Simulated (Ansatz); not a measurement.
BGeH5Si: where a starting geometry ends

The starting geometry of this gas-phase singlet was optimised with GFN2-xTB; its bonds are those of `[SiH3][BH][GeH]`.

```json
{"atom": "B", "x (Å)": "-1.0828", "y (Å)": "-0.7741", "z (Å)": "0.6633"}
{"atom": "Ge", "x (Å)": "-0.7520", "y (Å)": "0.4652", "z (Å)": "-0.9183"}
{"atom": "Si", "x (Å)": "-0.1705", "y (Å)": "-0.4458", "z (Å)": "2.3684"}
{"atom": "H", "x (Å)": "0.7636", "y (Å)": "-1.5398", "z (Å)": "2.6980"}
{"atom": "H", "x (Å)": "0.6622", "y (Å)": "0.7763", "z (Å)": "2.4087"}
{"atom": "H", "x (Å)": "-1.0736", "y (Å)": "-0.3188", "z (Å)": "3.5252"}
{"atom": "H", "x (Å)": "-1.8938", "y (Å)": "-1.6232", "z (Å)": "0.6320"}
{"atom": "H", "x (Å)": "-1.9697", "y (Å)": "1.2286", "z (Å)": "-0.1586"}
```

Task: Predict what it relaxes into with PBE0-D3(BJ)/def2-SVP.

Result: A new bond forms, giving a structure with H8 bridging B1 and Ge2, given below by its coordinates. Distances that change by over a tenth: Ge2–Si3 (3.46 → 2.78 Å), Ge2–H8 (1.63 → 1.85 Å). Contacts that close: B1–H8 (2.34 → 1.31 Å).

The energy falls by 0.82 eV over 20 steps:

| step | E − E(last) (eV) |
| --- | --- |
| 1 | 0.817 |
| 3 | 0.613 |
| 5 | 0.212 |
| 7 | 0.125 |
| 9 | 0.043 |
| 12 | 0.006 |
| 14 | 0.001 |
| 16 | 0.000 |
| 18 | 0.000 |
| 20 | 0.000 |

Final geometry (Å):

```json
{"atom": "B", "x (Å)": "-1.2917", "y (Å)": "-0.6638", "z (Å)": "0.4812"}
{"atom": "Ge", "x (Å)": "-0.3706", "y (Å)": "0.8167", "z (Å)": "-0.3189"}
{"atom": "Si", "x (Å)": "-0.2115", "y (Å)": "-0.2999", "z (Å)": "2.2191"}
{"atom": "H", "x (Å)": "0.4821", "y (Å)": "-1.5976", "z (Å)": "2.4742"}
{"atom": "H", "x (Å)": "0.8781", "y (Å)": "0.7398", "z (Å)": "2.1347"}
{"atom": "H", "x (Å)": "-1.0533", "y (Å)": "0.0889", "z (Å)": "3.3912"}
{"atom": "H", "x (Å)": "-1.8951", "y (Å)": "-1.7038", "z (Å)": "0.5334"}
{"atom": "H", "x (Å)": "-2.0546", "y (Å)": "0.3882", "z (Å)": "0.3038"}
```

Frequencies at the end are all real (lowest 118 cm⁻¹). Run with Ansatz 0.2.0, 29 s on 2 threads of Arm Neoverse V2 (shared host).
